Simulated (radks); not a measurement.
The nuclear charge of neutral silver is varied continuously with 47 electrons held in [Kr] 4d10 5s1. All-electron calculation, Dirac Kohn-Sham, PBE, spin-unpolarised, spherical densities, finite nucleus; Fermi nuclear charge, rms radius 4.5454 fm. Program: a radial shooting solver on a logarithmic mesh with Libxc functionals. By the Hellmann-Feynman theorem dE/dZ = E(electron-nucleus)/Z, the electronic potential at the nucleus (averaged over a nucleus of fixed radius).

[
 {"Z": "46.8", "E (hartree)": "-5262.42271", "E(electron-nucleus)/Z (hartree)": "-272.722", "HOMO": "5s1/2", "e(HOMO) (eV)": "-2.962", "<r> HOMO (bohr)": "3.327"},
 {"Z": "46.9", "E (hartree)": "-5289.73580", "E(electron-nucleus)/Z (hartree)": "-273.540", "HOMO": "5s1/2", "e(HOMO) (eV)": "-3.670", "<r> HOMO (bohr)": "3.242"},
 {"Z": "47", "E (hartree)": "-5317.13068", "E(electron-nucleus)/Z (hartree)": "-274.358", "HOMO": "5s1/2", "e(HOMO) (eV)": "-4.406", "<r> HOMO (bohr)": "3.166"},
 {"Z": "47.1", "E (hartree)": "-5344.60730", "E(electron-nucleus)/Z (hartree)": "-275.175", "HOMO": "5s1/2", "e(HOMO) (eV)": "-5.168", "<r> HOMO (bohr)": "3.096"},
 {"Z": "47.2", "E (hartree)": "-5372.16562", "E(electron-nucleus)/Z (hartree)": "-275.992", "HOMO": "5s1/2", "e(HOMO) (eV)": "-5.955", "<r> HOMO (bohr)": "3.033"},
 {"Z": "47.3", "E (hartree)": "-5399.80562", "E(electron-nucleus)/Z (hartree)": "-276.808", "HOMO": "5s1/2", "e(HOMO) (eV)": "-6.766", "<r> HOMO (bohr)": "2.973"},
 {"Z": "47.4", "E (hartree)": "-5427.52727", "E(electron-nucleus)/Z (hartree)": "-277.625", "HOMO": "5s1/2", "e(HOMO) (eV)": "-7.601", "<r> HOMO (bohr)": "2.918"},
 {"Z": "47.5", "E (hartree)": "-5455.33055", "E(electron-nucleus)/Z (hartree)": "-278.441", "HOMO": "5s1/2", "e(HOMO) (eV)": "-8.458", "<r> HOMO (bohr)": "2.867"},
 {"Z": "47.6", "E (hartree)": "-5483.21545", "E(electron-nucleus)/Z (hartree)": "-279.257", "HOMO": "5s1/2", "e(HOMO) (eV)": "-9.336", "<r> HOMO (bohr)": "2.819"},
 {"Z": "47.7", "E (hartree)": "-5511.18195", "E(electron-nucleus)/Z (hartree)": "-280.073", "HOMO": "5s1/2", "e(HOMO) (eV)": "-10.236", "<r> HOMO (bohr)": "2.773"},
 {"Z": "47.8", "E (hartree)": "-5539.23005", "E(electron-nucleus)/Z (hartree)": "-280.889", "HOMO": "5s1/2", "e(HOMO) (eV)": "-11.156", "<r> HOMO (bohr)": "2.730"},
 {"Z": "47.9", "E (hartree)": "-5567.35973", "E(electron-nucleus)/Z (hartree)": "-281.705", "HOMO": "5s1/2", "e(HOMO) (eV)": "-12.097", "<r> HOMO (bohr)": "2.689"},
 {"Z": "48", "E (hartree)": "-5595.57100", "E(electron-nucleus)/Z (hartree)": "-282.521", "HOMO": "5s1/2", "e(HOMO) (eV)": "-13.057", "<r> HOMO (bohr)": "2.651"}
]

The central difference of E at Z = 47 is -274.357 hartree, to compare with the third column; the second derivative is -8.17 hartree.
